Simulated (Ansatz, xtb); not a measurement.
Ranking isomers of C3H4BFN2

9 gas-phase structures of C3H4BFN2, from a drawn sample of its isomers (lower ones may exist). Each was relaxed with GFN2-xTB:

A. `Bc1nc[nH]c1F`, a singlet
B. `Bn1cncc1F`, a singlet
C. `Bn1cnc(F)c1`, a singlet
D. `Bc1ncc(F)[nH]1`, a singlet
E. `Bn1ccnc1F`, a singlet
F. `Bc1[nH]cnc1F`, a singlet
G. `Bc1c[nH]c(F)n1`, a singlet
H. `Bc1nc(F)c[nH]1`, a singlet
I. `Bc1cnc(F)[nH]1`, a singlet

Question: Which do you expect lowest at r2SCAN-D4/def2-SVP, and how would the others follow?

Answer: Calculated order at r2SCAN-D4/def2-SVP: E (0.0), C (0.6), B (5.5), F (8.3), I (9.3), H (13.8), G (15.9), D (18.4), A (19.7) kcal/mol. Less than 1 kcal/mol parts E and C, so the order within that pair means little.

Energies above the lowest of each column, in kcal/mol; the last columns are at PBE0-D3(BJ)/def2-SVP geometries and were run for some of them only (a dash: not run or not comparable):

```csv
structure,GFN2-xTB,HF/STO-3G,r2SCAN-D4/def2-SVP,PBE0-D3(BJ)/def2-SVP,CCSD(T)/def2-SVP + ΔMP2/def2-TZVPP
E,0.0,0.0,0.0,0.0,0.0
C,1.6,1.9,0.6,0.6,0.3
B,2.9,2.5,5.5,5.3,5.0
F,18.3,21.6,8.3,8.8,11.8
I,17.9,22.1,9.3,9.6,12.6
H,21.7,27.2,13.8,14.7,16.9
G,22.9,26.6,15.9,–,–
D,22.8,26.7,18.4,–,–
A,24.6,26.4,19.7,–,–
```

Every level run on E puts it lowest or level with the lowest. Flexible structures stand in one conformer each, not always the lowest. Frequencies (GFN2-xTB) were run for B, C, E, F, H, I alone. ΔMP2 is the change of the MP2 energy from the smaller to the larger basis.

Over these structures GFN2-xTB departs from r2SCAN-D4/def2-SVP by 3.5 kcal/mol on average once a common shift is removed. A GFN2-xTB relaxation took about 0.058 s and the r2SCAN-D4/def2-SVP energy about 1.3 s on a shared host (Ansatz 0.2.0, xtb 6.7.1).
